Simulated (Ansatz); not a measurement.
Consider the substitution at a C–In bond: `C#[C][In]([F])[Cl]` + `CC(N)=O` → `C#CNC(C)=O` + `[F][InH][Cl]`.

Computed with Ansatz on PBE0-D4/def2-TZVP structures; ΔE is electronic, products minus reactants. CCSD(T)/CBS adds triple-zeta CCSD(T) − MP2 to the extrapolated MP2 energy (def2 sets, frozen cores). DFT in def2-TZVPP. Elements past krypton have def2 core potentials. For In outer-core shells are correlated without core-valence functions, which leaves a few kJ/mol of doubt a bond. Each species was taken in one conformer, which may not be the lowest.

| species | B2PLYP energy (Eh) |
| --- | --- |
| `C#[C][In]([F])[Cl]` | -826.63560 |
| `CC(N)=O` | -209.14291 |
| `C#CNC(C)=O` | -285.23325 |
| `[F][InH][Cl]` | -750.51529 |

Q: Work out ΔE.

A: ΔE = (-285.23325) + (-750.51529) − (-826.63560) − (-209.14291) = 0.02997 Eh = +78.7 kJ/mol. CCSD(T)/CBS gives +87.2 kJ/mol.

Largest T1 diagnostic among the species: 0.015.

From PBE to PBE0 (25 % exact exchange), in def2-TZVPP and without D4, ΔE moves by +6.0 kJ/mol.
